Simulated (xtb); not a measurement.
In(H)2(Me) (CH5In), SMILES [CH3][InH2]. All values are semi-empirical tight-binding results from xtb (GFN2-xTB unless named), good for trends rather than for accurate numbers. Geometry optimised at GFN2-xTB.

A frequency run showed that this geometry is not a minimum.

For metal compounds this method's bond lengths and energies can be far off.

```json
{
  "orbital_gap": "4.42 eV"
}
```
